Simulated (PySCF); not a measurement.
Gas-phase reaction: 2 SnH₂ + H₂ + Cl₂ → 2 SnH₃Cl

Energies from PySCF, thermal terms from the rigid-rotor harmonic-oscillator model, ideal gas at 1 bar. † marks an energy on the PBE0/def2-TZVP geometry and frequencies. MP2 and CCSD(T) freeze the core. All species are closed-shell singlets. B3LYP is the form with VWN-RPA correlation. Sn: scalar-relativistic def2 core potential, no spin-orbit coupling. SnH₂, SnH₃Cl: computed as isolated molecules; such fragments, hydroxides, amides, oligomers or adducts are transient or little studied in the gas. MP2 isn't extrapolated to the basis-set limit. CCSD(T) isn't extrapolated to the basis-set limit.

CCSD(T)/def2-TZVPP† gives ΔH°(298 K) = -510 kJ.

Question: What do MP2/def2-TZVPP†, HF/def2-TZVP†, B3LYP/def2-TZVP† give?

Answer: MP2/def2-TZVPP†: -526 kJ; HF/def2-TZVP†: -520 kJ; B3LYP/def2-TZVP†: -455 kJ. For scale, ΔH°(298 K) is -510 kJ at this level, -506 kJ at ωB97M-V/def2-TZVP†, and runs from -550 to -205 kJ over the 18 levels computed.
